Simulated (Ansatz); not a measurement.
## 1,1-elimination

Start structure (SiN$_{2}$H$_{6}$S, closed shell), relaxed at PBE0-D4/def2-TZVP:

```
atom    x (Å)    y (Å)    z (Å)
 Si1  -0.0840  -0.2936  -0.0083
  S2   1.7809  -0.8513  -0.9229
  H3  -0.7464  -1.5671   0.3856
  N4  -0.0807   0.6358   1.4237
  N5  -0.7885   0.6856  -1.2112
  H6   1.8794  -2.0027  -0.2397
  H7   0.3851   1.5293   1.4500
  H8  -0.0312   0.1699   2.3151
  H9  -0.7110   0.4546  -2.1869
 H10  -1.6033   1.2394  -1.0053
```

The step: SiN₂H₆S ([NH2][SiH]([NH2])[SH]) → SiN₂H₄ ([NH2][Si][NH2]) + H₂S; bonds formed: S2–H3; bonds broken: Si1–S2, Si1–H3. Ansatz 0.2.0; basis: def2-TZVPP and def2-QZVPP; cores frozen in the correlated methods. Extrapolation: Hartree–Fock as exp(−7.88 √X), correlation as X^−2.97. Energies below are by CCSD(T) at an estimated basis limit (MP2 extrapolated from triple and quadruple zeta, plus CCSD(T) − MP2 in triple zeta).

(1) What are the electronic barrier and the energy of the step, from the start structure to the end structure? (To be estimated.)

The T1 diagnostic stays at or below 0.015. The restricted Hartree–Fock reference is unstable towards an unrestricted one at one or more of these structures.

Answers

(1) Computed: Barrier 2.913 eV; step energy 1.884 eV (uphill); reverse barrier, their difference, 1.029 eV. Barrier and step energy count from the start structure, the reverse barrier from the end structure.

The saddle point: One imaginary mode of 953i cm⁻¹.
```json
{"pair": "S2–H3", "start (Å)": "2.93", "saddle (Å)": "1.76", "end (Å)": "1.35"}
{"pair": "Si1–S2", "start (Å)": "2.15", "saddle (Å)": "2.68", "end (Å)": "3.85"}
{"pair": "Si1–H3", "start (Å)": "1.49", "saddle (Å)": "1.60", "end (Å)": "2.77"}
```

Zero-point energy (harmonic, PBE0-D4): ZPE is 1.947 eV at the start and 1.820 eV at the saddle, so the barrier goes from 2.913 to 2.785 eV.

First-order rate constant out of the start structure at 698 K by transition-state theory, with harmonic vibrational free energies alone and no tunnelling: ΔA‡ = 2.684 eV, so k = (kB T/h) exp(−ΔA‡/kB T) ≈ 10^-6 s⁻¹ (an order of magnitude at best: rotation, the number of equivalent paths and anharmonicity are left out).

Losses and insertions of silylenes and their heavier kin drive the gas-phase chemistry of silicon and germanium vapour deposition.

Labels in which every atom is bracketed show which atoms are joined, not bond orders.

For scale, one of the runs: CCSD(T)/def2-TZVPP, 230 basis functions, launched by `ansatz run in.yaml --threads 4 --pin off --events-out ev --progress --plain --max-ram 9574MiB`. The run took 110 s on 4 CPU threads of an Arm Neoverse N1 (shared host), with 3.8 GiB of host memory at its peak.
